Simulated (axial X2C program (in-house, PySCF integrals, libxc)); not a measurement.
**TiP⁻: properties at the nuclei**

Calculated with an in-house all-electron X2C program for linear molecules (integrals from PySCF): two-component X2C with atomic mean-field Coulomb and Gaunt terms, Gaussian nuclei, basis Ti dyall-acv3z, P dyall-av3z with contracted cores.

R = 2.147 Å (near the PBE0 minimum at charge -1 of the determinant lowest at the starting distance; the state shown can have its own minimum elsewhere).

Input and command:
```json
{"zs": [22, 15], "q": -1, "bas": ["dyall-acv3z", "dyall-av3z"], "r0": 2.19, "levels": ["PBE0", "HF", "TPSSh", "BHandHLYP", "LDA"], "nst": 3}
```
```bash
python soeom.py task.json out
```

Keys: zs atomic numbers; q charge; bas basis sets; r0 starting distance in Å; levels methods; nst determinants followed.

Determinant lowest in the PBE0 search, Ω = 1 (⟨Sz⟩ = -1.00, ⟨Lz⟩ = 2.00 at PBE0), spin on the atoms Ti -1.25, P 0.25:

| level | Eeff magnitude (GV/cm) | Ws magnitude Ti (kHz) | A∥/gI Ti (MHz) | qzz Ti (a.u.) | A∥/gI P (MHz) | qzz P (a.u.) |
| --- | --- | --- | --- | --- | --- | --- |
| PBE0 | 0.448 | 0.156 | 219 | -0.20 | -32.2 | -0.25 |
| HF | 0.796 | 0.301 | 317 | -0.46 | 95.5 | 0.88 |
| TPSSh | 0.421 | 0.146 | 214 | -0.30 | -21.1 | -0.26 |
| BHandHLYP | 0.61 | 0.222 | 229 | 0.01 | 14.2 | 0.48 |
| LDA | 0.342 | 0.115 | 109 | -0.43 | -31.8 | -0.35 |

Eeff is the effective electric field on the electron electric dipole moment in this Ω state and Ws the scalar–pseudoscalar constant of the nucleus named (defined with the proton number Z and per Ω); A∥ (defined per Ω) follows by multiplying with gI = μI/(I μN); qzz is the electric field gradient, eQq0 = 234.96 MHz × Q/barn × qzz. The operators were transformed with the bare-nucleus X2C matrices; with these basis sets, hyperfine constants and field gradients can be off by tens of per cent, and where levels differ in sign neither size nor sign is settled.

Each state is one determinant with collinear spin, which with several unpaired electrons need not be a pure state. Unrestricted Hartree–Fock can overshoot spin polarisation at the nuclei. For an anion, determinants above electron detachment, or with a positive highest level, are held by the basis set. With several open shells hyperfine constants can be off by a factor of several. Where Eeff spreads by more than a factor of two the levels disagree and none is to be relied on. Open-shell Ω = 0 determinants with evenly filled partner blocks cannot be reached by this program, so the Ω shown need not be the lowest component. States lie within half an eV, so the first need not be the ground state. Further determinants of the search, some of them spin-mixed, are not shown. Where a field gradient or hyperfine factor spreads by more than a factor of two over the levels, a constant derived from it is not to be relied on.
